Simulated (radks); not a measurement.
K0.5+, 18.5 electrons, occupied as [Ne] 3s2 4s(up 0.5, down 0.5) 3p(up 3, down 2.5) (fractional occupations, a model configuration).

All-electron calculation, scalar-relativistic Kohn-Sham, r2SCAN, spin-polarised, spherical densities, finite nucleus; meta-GGA in the generalised Kohn-Sham scheme; Fermi nuclear charge, rms radius 3.4349 fm. Program: a radial shooting solver on a logarithmic mesh with Libxc functionals.

Energy parts (eV):
total: -16377.362
kinetic: 16476.581
electron-nucleus: -38851.401
Hartree: 6903.582
exchange-correlation: -906.125

Orbitals (lengths in bohr, moments of r in powers of bohr):
orbital	occ.	eigenvalue (eV)	<r>
1s up	1	-3546.764	0.08106
1s down	1	-3546.585	0.08106
2s up	1	-367.0355	0.3862
2s down	1	-366.9584	0.3862
2p up	3	-291.5299	0.3499
2p down	3	-291.3500	0.3500
3s up	1	-43.5930	1.254
3s down	1	-42.7952	1.257
3p up	3	-25.9764	1.394
3p down	2.5	-25.2306	1.401
4s up	0.5	-5.1552	4.337
4s down	0.5	-5.1181	4.371

The highest occupied level is 4s down at -5.118 eV. The density falls to 0.001 e/bohr^3 at r = 4.52 bohr.
